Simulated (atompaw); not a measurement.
## strontium (Sr): one change to a PAW (atompaw) potential, before and after

Sr, PAW, made with atompaw 4.2.0.5 (PBE, scalar-relativistic). Core [Ar] 3d10 4s2, reference 4p6 4d0 5s1 5p0 (charge +1). Waves: 5s (bound): rc 3.00 bohr; 5s channel at 0.5 Ry: rc 3.00 bohr; 4p (bound): rc 1.75 bohr; 5p (bound, empty): rc 2.25 bohr; 4d (bound, empty): rc 2.45 bohr; 4d channel at 0.2 Ry: rc 3.00 bohr. Local part: troulliermartins scheme with l = 3 at 0 Ry, radius 2.00 bohr. Core correction: smooth core density matched at 1.70 bohr. Augmentation charge: besselshape compensation charge, radius 2.35 bohr; PAW radius 3.00 bohr; waves and projectors: custom rrkj vanderbiltortho.

Change: augmentation besselshape compensation charge, radius 2.35 bohr; PAW radius 3.00 bohr; waves and projectors: custom polynom vanderbiltortho.

Cutoffs: the cutoffs (Ry, on a coarse ladder) from which the occupation-weighted sum of valence levels, in a spherical-Bessel basis at the reference potential, stays within 10 and 1 mRy of its value at 400 Ry; they do not see the model core or the augmentation charge, which bear on the density cutoff.

What does the change do?

The potential gets softer (25 Ry and 35 Ry → 18 Ry and 30 Ry); both files keep a bound ghost (s); the range in which the s phases agree widens (upper end 1.8 → 3.1).

| quantity | base | changed |
| --- | --- | --- |
| cutoff, loose | 25 Ry | 18 Ry |
| cutoff, tight | 35 Ry | 30 Ry |
| loose cutoff by channel (10 mRy a level) | s 6 Ry, p 18 Ry | s 6 Ry, p 15 Ry |
| bound ghosts | s | s |
| s: phases at 3.00 bohr within 0.05 rad from the reference energy up to (Ry; the scan ends near 5) | 1.8 | 3.1 |
| p: phases at 3.00 bohr within 0.05 rad from the reference energy up to (Ry; the scan ends near 5) | to the end of the scan | 4.4 |
| d: phases at 3.00 bohr within 0.05 rad from the reference energy up to (Ry; the scan ends near 5) | 1.4 | 0.9 |
| lowest overlap eigenvalue by channel | s 0.63, p 0.20, d 0.72 | s 0.31, p 0.76, d 0.27 |

 A true bound ghost makes a file unfit for plane-wave use even where its test errors are small: the radial tests pick states by their node count and pass the ghost by. The cutoffs see the waves, projectors and local potential, not the compensation charge or the core.
